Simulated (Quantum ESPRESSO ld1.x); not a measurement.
Q: Radial electron density D(r) = 4 pi r^2 rho(r) of an atom or ion with 11 electrons. Method: scalar-relativistic Kohn-Sham, LDA (Slater exchange, Perdew-Wang correlation), spin-polarised, spherical densities, point nucleus; computed with ld1.x of Quantum ESPRESSO 7.5.

```
   r/bohr * D(r) (the largest magnitude, 39.5, reaches the edge; | marks zero)
 0.002093 |*
 0.002322 | *
 0.002598 | *
 0.002905 |  *
  0.00325 |  *
 0.003635 |   *
 0.004066 |    *
 0.004511 |     *
 0.005046 |      *
 0.005644 |       *
 0.006313 |         *
 0.007061 |          *
 0.007898 |             *
 0.008763 |               *
 0.009802 |                 *
  0.01096 |                    *
  0.01226 |                        *
  0.01372 |                           *
  0.01534 |                               *
  0.01702 |                                  *
  0.01904 |                                      *
   0.0213 |                                         *
  0.02382 |                                            *
  0.02664 |                                               *
  0.02956 |                                                 *
  0.03307 |                                                  *
  0.03699 |                                                 *
  0.04137 |                                                *
  0.04627 |                                               *
  0.05176 |                                            *
  0.05743 |                                          *
  0.06424 |                                        *
  0.07185 |                                      *
  0.08036 |                                      *
  0.08989 |                                       *
   0.1005 |                                          *
   0.1116 |                                             *
   0.1248 |                                                 *
   0.1396 |                                                    *
   0.1561 |                                                      *
   0.1746 |                                                     *
   0.1937 |                                                  *
   0.2167 |                                            *
   0.2424 |                                    *
   0.2711 |                           *
   0.3033 |                   *
   0.3392 |             *
   0.3764 |        *
    0.421 |      *
   0.4709 |    *
   0.5267 |   *
   0.5891 |  *
   0.6589 |  *
   0.7311 | *
   0.8178 |*
   0.9147 *
    1.023 *
    1.144 *
     1.28 *
     1.42 *
    1.589 *
```

What is the nuclear charge?

A: Z = 30. The innermost maximum, from 1s, lies near gamma/Z bohr with gamma = sqrt(1 - (Z/c)^2) = 0.976, here 0.0325 bohr (found: 0.0347), and its height grows with Z. The density is that of the zinc ion Zn19+ in [Ne] 3s1; the configuration itself is not fixed sharply by these data, and Z only to about a unit. D(r) has 2 maxima, at r = 0.0347, 0.160 bohr, and minima at 0.0772 bohr, inside which lie 2.12 electrons.
